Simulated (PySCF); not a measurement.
Computed shifts of a molecule C5H7F, PBE/pcSseg-1 (PySCF), GIAO, gas phase, atoms alike by connectivity averaged where their shifts nearly agree, in ppm (number of nuclei): ¹³C: 157.2 (1), 138.1 (1), 124.9 (1), 119.1 (1), 16.0 (1). ¹⁹F: -133.7 (1). ¹H: 7.38 (1), 6.96 (1), 5.63 (1), 5.50 (1), 1.93 (3). References: ¹³C against TMS (σ = 182.0 ppm); ¹⁹F against CFCl3 (σ = 133.6 ppm); ¹H against TMS (σ = 31.49 ppm), references at their B3LYP-D3(BJ)/def2-TZVP geometries, non-relativistic. Geometry: B3LYP-D3(BJ)/def2-SVP. Other conformers were not sampled.

### Question
Which molecule gave these data?
(A) C=C/C(C)=C\F
(B) C#CC[C@@H](C)F
(C) C=C[C@@H]1C[C@@H]1F
(D) C[C@H]1CC=C1F

### Answer
A, C=C/C(C)=C\F
